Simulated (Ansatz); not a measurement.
## Loss of H2: C2H8Sn → C2H6Sn + H2

Species: C2H8Sn `C[CH2][SnH3]`, singlet; C2H6Sn `C=[CH][SnH3]`, singlet; H2 (hydrogen), singlet. 

Shapes, held fixed at every level: PBE0-D4/def2-TZVP. Programs: Ansatz 0.2.0. The zero-point and thermal change to 298 K, harmonic and unscaled (PBE0-D4/def2-TZVP), is -27.1 kJ/mol.

| level | kind | ΔH(298 K) (kJ/mol) | less CCSD(T)/def2-TZVPP | CPU time (sum over the molecules) |
| --- | --- | --- | --- | --- |
| B3LYP-D4/def2-TZVPP | global hybrid | +128.0 | -2.9 | 16 s |
| PBE0-D4/def2-TZVPP | global hybrid | +150.6 | +19.7 | 9.9 s |
| wB97M-V/def2-TZVPP | range-separated hybrid | +136.6 | +5.7 | 40 s |
| wB97X-V/def2-TZVPP | range-separated hybrid | +144.5 | +13.6 | 31 s |
| MP2/def2-SVP | perturbation theory | +145.2 | +14.3 | – |
| CCSD(T)/def2-SVP | coupled cluster or CI | +137.6 | +6.7 | 16 s |
| CCSD/def2-SVP | coupled cluster or CI | +141.7 | +10.8 | – |
| CCSD(T)/def2-TZVPP | coupled cluster or CI | +130.9 | 0.0 | 5.8 min |

The highest level, CCSD(T)/def2-TZVPP, gives ΔH(298 K) = +130.9 kJ/mol; the levels span +128.0 to +150.6. The column of differences is taken from that level and isn't an error. No measured value is set beside it here. For atoms past krypton def2 sets carry core potentials with scalar relativity. Correlated rows may include outer-core shells of Sn, which these sets cover unevenly. Times are processor times on shared x86 and Arm servers, and rough.
